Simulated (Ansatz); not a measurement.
`C[B]([GaH2])[TeH]` + PH₃ → `[PH2][GaH2]` + `CB[TeH]` at 600 K and 1 bar (cleavage of the Ga–B bond).

Isolated molecules relaxed with PBE0-D4/def2-TZVP in Ansatz; ΔE leaves out vibrations. CCSD(T)/CBS adds triple-zeta CCSD(T) − MP2 to the extrapolated MP2 energy (def2 sets, frozen cores). This one scheme is used for every species. def2 core potentials past Kr. For Ga, Te outer-core shells are correlated without core-valence functions, which leaves a few kJ/mol of doubt a bond. Scalar relativity is left out up to krypton.

```
            species  CCSD(T)/CBS energy (Eh)  H − E (kJ/mol)  S (J/(mol·K))
`C[B]([GaH2])[TeH]`              -2258.11451           224.3          485.6
                PH₃               -342.72256            86.3          240.2
      `[PH2][GaH2]`              -2267.26620           120.0          347.4
          `CB[TeH]`               -333.59211           192.1          376.7
```

H − E and S are ideal-gas, rigid-rotor, harmonic terms from PBE0-D4/def2-TZVP. 1 Eh = 2625.50 kJ/mol, R = 8.31446 J/(mol·K).

By hand: ΔE, ΔH, ΔS and ΔG.

ΔE = (-2267.26620) + (-333.59211) − (-2258.11451) − (-342.72256) = -0.02124 Eh = -55.8 kJ/mol. Δ(H − E) = 120.0 + 192.1 − 224.3 − 86.3 = 1.5, so ΔH = -54.3 kJ/mol. ΔS = 347.4 + 376.7 − 485.6 − 240.2 = -1.7 J/(mol·K). ΔG = -54.3 − 600 × (-1.7)/1000 = -53.3 kJ/mol.

By hand: the equilibrium constant, and the temperature at which ΔG would vanish if ΔH and ΔS stayed fixed.

log₁₀ K = −ΔG/(RT ln 10) = 4.6. ΔG = 0 at ΔH/ΔS = 31941 K, far beyond where these terms or the molecules hold.

The number of gas molecules stays the same, so ΔS is small and ΔH decides. A doubt of 5 kJ/mol in ΔE shifts log₁₀ K by 0.4 here. These are equilibria of isolated gas molecules and say nothing of rates. Largest T1 diagnostic: 0.014 (customary marks: 0.02 for closed shells, 0.045 for open ones).
